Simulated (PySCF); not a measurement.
## Dy⁺ (dysprosium, charge +1) across methods

[Xe] 4f10 6s1, one real determinant. All numbers are calculated (PySCF 2.14, the spin-free X2C one-electron Hamiltonian (Gaussian nucleus), in x2c-TZVPPall with one added diffuse shell each of s, p, d, f type (12s8p8d5f2g, 129 functions)).

```tsv
method	E (hartree)	mean ε 4f α (eV)	mean ε 4f β (eV)	mean ε 6s α (eV)	Σ⟨r²⟩ (bohr²)	⟨S²⟩
PBE0	-12156.31	-13.431	-10.641	-9.722	54.12	8.753
LDA	-12147.92	-11.006	-8.362	-9.451	53.76	8.753
UHF	-12152.14801	-21.246	-16.994	-10.850	55.30	8.756
r2SCAN	-12156.69	-10.753	-8.368	-9.340	54.05	8.753
PBE	-12156.46	-10.705	-8.334	-9.219	54.11	8.752
```

⟨L²⟩ = 34.01 against 42 for a pure I term, so this real determinant mixes terms. Spin-orbit coupling, absent here, splits the open shell strongly.
